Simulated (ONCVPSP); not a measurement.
Cu: ONCV pseudisation with revPBE, scalar-relativistic reference atom.

```
Element                 : copper (Cu)
Generator               : ONCVPSP 4.0.1
Type                    : optimised norm-conserving Vanderbilt (ONCV)
Functional              : revPBE
Relativity              : scalar-relativistic
Frozen core             : [Ar]
Valence charge          : 11
Reference configuration : 3d10 4s0.75 4p0.25
Partial waves           : 4s: rc 2.05 bohr, ncon 4, nbas 9, qcut 3.4 1/bohr, 2 projectors, debl 1.6 Ha; 4p: rc 2.40 bohr, ncon 5, nbas 8, qcut 3.1 1/bohr, 2 projectors, debl 0.7 Ha; 3d: rc 1.88 bohr, ncon 5, nbas 10, qcut 11.5 1/bohr, local
Local potential         : the d channel
Core correction         : none
```

All-electron outer shells of the reference configuration (revPBE, scalar-relativistic, ld1.x):

```
shell  level (eV)  outermost node (bohr)  outermost maximum (bohr)
   3s     -115.34                   0.29                      0.61
   3p      -72.73                   0.26                      0.62
   3d       -5.57                      –                      0.60
   4s       -4.95                   0.89                      2.24
   4p       -0.98                   0.97                      3.61
```

Calculated quality:

```json
{
 "Cutoffs needed": "46 Ha and 52 Ha (the cutoffs (Ha) at which the residual kinetic energy of the hardest occupied pseudo-wave falls to 1 and 0.1 mHa per electron)",
 "Ghost test": "ghosts flagged at negative energy: s at -121.8 eV; GHOST(+) flagged for p at 23.6 eV; a true bound ghost makes a file unfit for plane-wave use",
 "Configuration tests": "1 of 4 tests not solved or not reliable"
}
```

Generation and tests took about 2.7 s on one core of a shared server CPU.
